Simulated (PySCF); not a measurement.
## Does the structure fit the spectrum?

A compound C$_{7}$H$_{5}$FO gives the data below (simulated from a calculation) and was assigned the structure `O=C(F)c1ccccc1`.

13C{1H} NMR (computed): δ 195.0 (CH), 173.2 (C), 142.8 (C), 136.3 (CH), 129.2 (CH), 127.8 (CH), 126.1 (CH).

1H NMR (300 MHz, computed): δ 10.13 (s, 1H), 8.33 (d, 1H), 7.86 (m, 1H), 7.62 (m, 1H), 7.58 (m, 1H).

PySCF 2.14.0 with density-fitted response routines calculation with σ from GIAO-PBE0/pcSseg-1 and coordinates at the GFN2-xTB level; relativity neglected, gas phase, one computed conformer.

Scale: TMS for 1H and 13C (reference shieldings calculated alike).

Problem. Compare with the shifts computed for the proposed structure, pairing carbons in order of shift.

Solution. Structure with atom numbers: `[O:1]=[C:2]([F:3])[c:4]1[cH:5][cH:6][cH:7][cH:8][cH:9]1`. Each H is labelled by its parent atom.

```json
{"atom": "C2", "computed for proposal": "165.9", "given list": "195.0", "difference": "-29.1"}
{"atom": "C7", "computed for proposal": "141.6", "given list": "173.2", "difference": "-31.6"}
{"atom": "C5", "computed for proposal": "139.6", "given list": "142.8", "difference": "-3.2"}
{"atom": "C9", "computed for proposal": "139.6", "given list": "136.3", "difference": "+3.3"}
{"atom": "C6", "computed for proposal": "134.4", "given list": "129.2", "difference": "+5.2"}
{"atom": "C8", "computed for proposal": "134.4", "given list": "127.8", "difference": "+6.6"}
{"atom": "C4", "computed for proposal": "129.7", "given list": "126.1", "difference": "+3.6"}
```

The rms difference is 16.7 ppm and the largest -31.6 ppm at C7 (aromatic CH). The proposal also would give 5 carbon signals, not 7. The carbon types in order of shift don't match either: C, CH, CH, CH, CH, CH, C for the proposal against CH, C, C, CH, CH, CH, CH in the data. The proposal doesn't fit.

Problem. Which isomer fits?

Solution. 3-formyl-1-fluorobenzene (SMILES C1(F)=CC(C=O)=CC=C1).

1. Carbon types of the structure: 2 × C, 5 × CH, which accounts for all hydrogens.
2. δC 195.0: aldehyde carbonyl carbon; low-lying n→π* states of the double bond to the heteroatom give a large paramagnetic term (-250 ppm).
3. δC 173.2: aromatic carbon bearing fluorine; σ withdrawal by the attached heteroatom moves it downfield of the ring CH carbons.
4. δC 136.3, 129.2, 127.8, 126.1: aromatic CH; the aromatic region.
5. δH 10.13: hydrogen on an aldehyde carbonyl carbon; the C=O anisotropy and electron withdrawal place aldehyde protons far downfield.

Other isomers checked: C#C/C=C(/C)C(F)=C=O (rms 54.6 ppm).

The shifts were computed for this structure.

Splittings by 19F in the carbon and heteronuclear signals aren't shown, as no couplings were computed. Shifts are as computed. Against solution values, carbons near 30 ppm lie about +3 ppm off and those near 130 ppm about +5 ppm. Of 1211 compounds with measured shifts, 218 miss one by over three times the rms of a fit or turn the order of signals round; such compounds aren't used in these exercises. No couplings were computed; multiplicities are counted from neighbouring protons, with m where these are inequivalent, close in shift, in a saturated or five-membered ring or joined by F or P, and br s for small geminal =CH2 splittings.
